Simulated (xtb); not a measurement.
xtb input file for C7H8O, SMILES c1cccc(c1)OC, GFN2-xTB. 

```
$ xtb mol.xyz --gfn 2 --sp --chrg 0 --uhf 0 --json
$ cat mol.xyz
16

C     -2.76715833     0.23294966    -0.10948095
O     -1.68858435    -0.47260416    -0.67122190
C     -0.42706570    -0.18865459    -0.23829638
C      0.59765122    -0.92653094    -0.83297027
C      1.91032355    -0.71777470    -0.46652220
C      2.22583602     0.22786221     0.49739134
C      1.21295995     0.95963979     1.08698113
C     -0.11030409     0.75967505     0.72730180
H     -3.66020955    -0.15838931    -0.59454349
H     -2.84033267     0.06501906     0.97013837
H     -2.69182222     1.30763524    -0.30570820
H      0.33321654    -1.65762853    -1.58061869
H      2.69330537    -1.29583733    -0.93448881
H      3.25338175     0.39111238     0.78473969
H      1.44699898     1.69938923     1.83880944
H     -0.87931897     1.34653373     1.20502029
```

Log of the run:

```
[banner left out]
          |                Calculation Setup                |
           -------------------------------------------------



           -------------------------------------------------
          |                 G F N 2 - x T B                 |
           -------------------------------------------------

        Reference                      10.1021/acs.jctc.8b01176
      * Hamiltonian:
        H0-scaling (s, p, d)           1.850000    2.230000    2.230000
        zeta-weighting                 0.500000
      * Dispersion:
        s8                             2.700000
        a1                             0.520000
        a2                             5.000000
        s9                             5.000000
      * Repulsion:
        kExp                           1.500000    1.000000
        rExp                           1.000000
      * Coulomb:
        alpha                          2.000000
        third order                    shell-resolved
        anisotropic                    true
        a3                             3.000000
        a5                             4.000000
        cn-shift                       1.200000
        cn-exp                         4.000000
        max-rad                        5.000000


          ...................................................
          :                      SETUP                      :
          :.................................................:
          :  # basis functions                  40          :
          :  # atomic orbitals                  40          :
          :  # shells                           24          :
          :  # electrons                        42          :
          :  max. iterations                   250          :
          :  Hamiltonian                  GFN2-xTB          :
          :  restarted?                      false          :
          :  GBSA solvation                  false          :
          :  PC potential                    false          :
          :  electronic temp.          300.0000000     K    :
          :  accuracy                    1.0000000          :
          :  -> integral cutoff          0.2500000E+02      :
          :  -> integral neglect         0.1000000E-07      :
          :  -> SCF convergence          0.1000000E-05 Eh   :
          :  -> wf. convergence          0.1000000E-03 e    :
          :  Broyden damping             0.4000000          :
          :  net charge                          0          :
          :  unpaired electrons                  0          :
          ...................................................

 iter      E             dE          RMSdq      gap      omega  full diag
   1    -23.4471016 -0.234471E+02  0.412E+00    4.23       0.0  T
   2    -23.4755533 -0.284516E-01  0.235E+00    4.25       1.0  T
   3    -23.4737477  0.180553E-02  0.987E-01    4.20       1.0  T
   4    -23.4773948 -0.364700E-02  0.338E-01    4.27       1.0  T
   5    -23.4781242 -0.729465E-03  0.729E-02    4.28       1.0  T
   6    -23.4781329 -0.865704E-05  0.406E-02    4.26       1.0  T
   7    -23.4781378 -0.489373E-05  0.159E-02    4.27       1.6  T
   8    -23.4781384 -0.651399E-06  0.305E-03    4.27       8.2  T
   9    -23.4781385 -0.495751E-07  0.158E-03    4.27      15.9  T
  10    -23.4781385 -0.204057E-07  0.841E-04    4.27      29.7  T
  11    -23.4781385 -0.176824E-08  0.175E-04    4.27     142.5  T

   *** convergence criteria satisfied after 11 iterations ***

         #    Occupation            Energy/Eh            Energy/eV
      -------------------------------------------------------------
         1        2.0000           -0.7134332             -19.4135
       ...           ...                  ...                  ...
        15        2.0000           -0.4747283             -12.9180
        16        2.0000           -0.4618906             -12.5687
        17        2.0000           -0.4465894             -12.1523
        18        2.0000           -0.4327576             -11.7759
        19        2.0000           -0.4181269             -11.3778
        20        2.0000           -0.4022868             -10.9468
        21        2.0000           -0.3772190             -10.2647 (HOMO)
        22                         -0.2204572              -5.9989 (LUMO)
        23                         -0.2107211              -5.7340
        24                         -0.0857002              -2.3320
        25                          0.0356445               0.9699
        26                          0.1126671               3.0658
       ...                                ...                  ...
        40                          0.6764596              18.4074
      -------------------------------------------------------------
                  HL-Gap            0.1567618 Eh            4.2657 eV
             Fermi-level           -0.2988381 Eh           -8.1318 eV

 SCC (total)                   0 d,  0 h,  0 min,  0.020 sec
 SCC setup                      ...        0 min,  0.000 sec (  1.150%)
 Dispersion                     ...        0 min,  0.000 sec (  0.897%)
 classical contributions        ...        0 min,  0.000 sec (  0.252%)
 integral evaluation            ...        0 min,  0.003 sec ( 13.710%)
 iterations                     ...        0 min,  0.010 sec ( 48.759%)
 molecular gradient             ...        0 min,  0.007 sec ( 33.526%)
 printout                       ...        0 min,  0.000 sec (  1.564%)

         :::::::::::::::::::::::::::::::::::::::::::::::::::::
         ::                     SUMMARY                     ::
         :::::::::::::::::::::::::::::::::::::::::::::::::::::
         :: total energy             -23.113194818161 Eh    ::
         :: gradient norm              0.000138916173 Eh/a0 ::
         :: HOMO-LUMO gap              4.265705362802 eV    ::
         ::.................................................::
         :: SCC energy               -23.478125835608 Eh    ::
         :: -> isotropic ES            0.015466955374 Eh    ::
         :: -> anisotropic ES          0.003428053500 Eh    ::
         :: -> anisotropic XC          0.010152864327 Eh    ::
         :: -> dispersion             -0.011554270078 Eh    ::
         :: repulsion energy           0.364931017447 Eh    ::
         :: add. restraining           0.000000000000 Eh    ::
         :: total charge               0.000000000000 e     ::
         :::::::::::::::::::::::::::::::::::::::::::::::::::::

           -------------------------------------------------
          |                Property Printout                |
           -------------------------------------------------

    * Orbital Energies and Occupations

         #    Occupation            Energy/Eh            Energy/eV
      -------------------------------------------------------------
         1        2.0000           -0.7134332             -19.4135
       ...           ...                  ...                  ...
         9        2.0000           -0.5511737             -14.9982
        10        2.0000           -0.5361350             -14.5890
        11        2.0000           -0.5122455             -13.9389
        12        2.0000           -0.4937360             -13.4352
        13        2.0000           -0.4831047             -13.1459
        14        2.0000           -0.4805282             -13.0758
        15        2.0000           -0.4747283             -12.9180
        16        2.0000           -0.4618906             -12.5687
        17        2.0000           -0.4465894             -12.1523
        18        2.0000           -0.4327576             -11.7759
        19        2.0000           -0.4181269             -11.3778
        20        2.0000           -0.4022868             -10.9468
        21        2.0000           -0.3772190             -10.2647 (HOMO)
        22                         -0.2204572              -5.9989 (LUMO)
        23                         -0.2107211              -5.7340
        24                         -0.0857002              -2.3320
        25                          0.0356445               0.9699
        26                          0.1126671               3.0658
        27                          0.1189156               3.2359
        28                          0.1460660               3.9747
        29                          0.1614204               4.3925
        30                          0.1772097               4.8221
        31                          0.1931867               5.2569
        32                          0.1936220               5.2687
       ...                                ...                  ...
        40                          0.6764596              18.4074
      -------------------------------------------------------------
                  HL-Gap            0.1567618 Eh            4.2657 eV
             Fermi-level           -0.2988381 Eh           -8.1318 eV

     #   Z          covCN         q      C6AA      α(0)
     1   6 C        3.644     0.039    20.247     6.468
     2   8 O        1.705    -0.272    18.518     5.810
     3   6 C        2.866     0.143    24.877     8.176
     4   6 C        2.921    -0.054    29.348     8.884
     5   6 C        2.920    -0.029    28.731     8.790
     6   6 C        2.918    -0.042    29.048     8.838
     7   6 C        2.922    -0.031    28.774     8.797
     8   6 C        2.917    -0.067    29.659     8.931
     9   1 H        0.925     0.060     2.197     2.318
    10   1 H        0.924     0.039     2.466     2.456
    11   1 H        0.924     0.039     2.466     2.456
    12   1 H        0.926     0.046     2.375     2.410
    13   1 H        0.926     0.035     2.516     2.480
    14   1 H        0.926     0.031     2.570     2.507
    15   1 H        0.926     0.032     2.565     2.504
    16   1 H        0.926     0.032     2.559     2.501

 Mol. C6AA /au·bohr⁶  :       2834.139074
 Mol. C8AA /au·bohr⁸  :      66923.482924
 Mol. α(0) /au        :         84.325028


Wiberg/Mayer (AO) data.
largest (>0.10) Wiberg bond orders for each atom

 ---------------------------------------------------------------------------
     #   Z sym  total        # sym  WBO       # sym  WBO       # sym  WBO
 ---------------------------------------------------------------------------
     1   6 C    3.948 --     2 O    0.987     9 H    0.980    11 H    0.977
                            10 H    0.977
     2   8 O    2.228 --     3 C    1.058     1 C    0.987
     3   6 C    3.934 --     8 C    1.380     4 C    1.350     2 O    1.058
     4   6 C    3.989 --     5 C    1.471     3 C    1.350    12 H    0.969
                             7 C    0.111
     5   6 C    3.992 --     4 C    1.471     6 C    1.418    13 H    0.971
                             8 C    0.104
     6   6 C    3.992 --     7 C    1.449     5 C    1.418    14 H    0.972
     7   6 C    3.992 --     6 C    1.449     8 C    1.435    15 H    0.971
                             4 C    0.111
     8   6 C    3.988 --     7 C    1.435     3 C    1.380    16 H    0.967
                             5 C    0.104
     9   1 H    0.996 --     1 C    0.980
    10   1 H    0.998 --     1 C    0.977
    11   1 H    0.998 --     1 C    0.977
    12   1 H    0.998 --     4 C    0.969
    13   1 H    0.998 --     5 C    0.971
    14   1 H    0.999 --     6 C    0.972
    15   1 H    0.999 --     7 C    0.971
    16   1 H    0.999 --     8 C    0.967
 ---------------------------------------------------------------------------

Topologies differ in total number of bonds
Writing topology from bond orders to xtbtopo.mol

molecular dipole:
                 x           y           z       tot (Debye)
 q only:       -0.244       0.233       0.200
   full:       -0.319       0.344       0.299       1.415
Note: The following floating-point exceptions are signalling: IEEE_UNDERFLOW_FLAG IEEE_DENORMAL
normal termination of xtb
molecular quadrupole (traceless):
                xx          xy          yy          xz          yz          zz
 q only:        3.818      -2.088      -1.685      -1.275       0.578      -2.133
  q+dip:        4.381      -2.524      -1.883      -1.320       2.731      -2.498
   full:        3.859      -2.539      -1.641      -1.651       1.024      -2.217


           -------------------------------------------------
          | TOTAL ENERGY              -23.113194818161 Eh   |
          | GRADIENT NORM               0.000138916173 Eh/α |
          | HOMO-LUMO GAP               4.265705362802 eV   |
           -------------------------------------------------

------------------------------------------------------------------------
------------------------------------------------------------------------
 total:
 SCF:
```

The run converged.
